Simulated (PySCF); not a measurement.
CsBr, SMILES [Br][Cs]. Geometry optimised at PBE-D3(BJ)/def2-TZVPD. The def2 effective core potentials stand for the cores of Cs; spin–orbit coupling is left out.

Q: Give the equilibrium geometry at PBE-D3(BJ)/def2-TZVPD (PySCF confirms it by a frequency run) as a Z-matrix, and its point group. (An estimate is asked for; the answer gives what the named calculation found.)

A: point group C∞v.
```
Cs
Br 1 3.1089
```
Charge 0, spin multiplicity 1.
